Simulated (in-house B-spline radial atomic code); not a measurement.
A fraction x of an electron is removed from 2p in N2+, starting from [He] 2s2 2p1 and keeping the highest spin. Computed with a radial B-spline atomic code at the basis-set limit: scalar-relativistic (X2C) PBE, spin-polarised, spherical fractional occupations, Fermi nucleus of rms radius 2.5582 fm.

| x | E(x) - E(0) (eV) | 2p up level (eV) |
| --- | --- | --- |
| 0 | 0.0000 | -38.528 |
| 0.07 | 2.7403 | -39.769 |
| 0.2 | 8.0614 | -42.099 |
| 0.33 | 13.6876 | -44.462 |
| 0.48 | 20.5638 | -47.227 |
| 0.5 | 21.5120 | -47.598 |
| 0.51 | 21.9889 | -47.784 |
| 0.74 | 33.4745 | -52.104 |
| 0.77 | 35.0462 | -52.674 |
| 0.98 | 46.5285 | -56.691 |
| 1 | 47.6661 | - |

The exact functional would give a straight line between the two integer points. Deviations E(x) - E(0) - x[E(1) - E(0)], in eV: -0.596 at x = 0.07, -1.472 at x = 0.2, -2.042 at x = 0.33, -2.316 at x = 0.48, -2.321 at x = 0.5, -2.321 at x = 0.51, -1.798 at x = 0.74, -1.657 at x = 0.77, -0.184 at x = 0.98.

The curve lies below the straight line by up to 2.321 eV (at x = 0.5): convex, the delocalisation error that favours fractional charges.

(1) How well does Slater's transition state (minus the level at half occupation) give the ionisation energy?

Results:

(1) It gives 47.598 eV against 47.666 eV from the two total energies; NIST lists 47.45 eV, ground level to ground level.
